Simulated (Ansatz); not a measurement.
A nudged elastic band was laid between two geometries of ClGeH3O2 (7 atoms, charge 0, multiplicity 1).

Computed with RKS PBE-D4/def2-SVP in Ansatz.

```json
{"movable images": "9", "climbing image": "yes", "spring": "5.0 eV/Å²", "optimiser": "quadratic models (default)", "start path": "through a guess of the saddle point", "force threshold": "0.05 eV/Å", "iteration limit": "60", "end points": "relaxed"}
```

Initial state:

```xyz
7
Properties=species:S:1:pos:R:3
Ge 0.035 -0.078 0.467
H -0.149 -0.017 1.992
O 1.729 0.089 -0.078
H 2.033 -0.751 -0.472
O -0.919 1.265 -0.201
H -0.714 1.395 -1.147
Cl -0.641 -2.008 -0.306
```

Final state:

```xyz
7
Properties=species:S:1:pos:R:3
Ge -0.928 0.124 0.672
H 1.693 -0.379 1.583
O 1.431 0.049 0.743
H 1.392 -0.701 0.096
O -1.012 1.399 -0.599
H -0.741 1.062 -1.476
Cl -0.462 -1.660 -0.766
```

Which bonds break or form, and what moves?

Bonds broken: Ge1–H2, Ge1–O3. Bonds formed: H2–O3. ClGeH3O2 becomes ClGeHO + H2O.

Give the energies along the band, and the barrier.

The forces met the threshold. The highest image is number 5 of 0 to 10, 194.6 kJ/mol above the first end and 187.8 kJ/mol above the last; the last end lies 6.8 kJ/mol above the first. A vibrational analysis at the climbing image gives one clearly imaginary mode, 1162i cm⁻¹: a first-order saddle point. The orbitals stay closed-shell, which can raise the energy where a bond breaks towards radicals; this wasn't checked here.

```csv
image,path coordinate (Å),energy (kJ/mol),Ge1–H2 (Å),Ge1–O3 (Å),H2–O3 (Å)
0,0.00,0.0,1.54,1.79,2.80
1,0.40,1.2,1.54,1.79,2.80
2,0.79,5.8,1.54,1.78,2.70
3,1.19,42.3,1.54,1.79,2.36
4,1.58,131.3,1.54,1.84,1.94
5,1.98,194.6,1.62,1.99,1.52
6,2.33,122.4,1.80,2.13,1.15
7,2.68,41.1,2.17,2.33,0.99
8,3.04,19.5,2.53,2.39,0.98
9,3.39,9.9,2.75,2.38,0.98
10,3.75,6.8,2.82,2.36,0.98
```

What is the geometry of the highest image?


```xyz
7
Properties=species:S:1:pos:R:3:forces:R:3
Ge -0.292 -0.021 0.539 -0.01 0.01 0.00
H 0.926 -0.090 1.601 0.00 0.01 0.00
O 1.679 0.055 0.289 0.01 0.00 -0.02
H 2.028 -0.829 0.038 -0.01 0.00 0.01
O -0.947 1.406 -0.321 0.01 -0.03 0.01
H -1.163 1.171 -1.246 0.00 0.01 0.00
Cl -0.857 -1.798 -0.646 0.00 0.00 -0.01
```

What are the harmonic wavenumbers there?

1162i, 131, 152, 208, 241, 301, 383, 527, 654, 676, 821, 904, 1844, 3627, 3681 cm⁻¹.

Time of the run: 2.3 min on 2 threads of AMD EPYC 7R43 64-Core Processor (Zen 3), with other jobs on the host, peak memory 0.15 GiB.
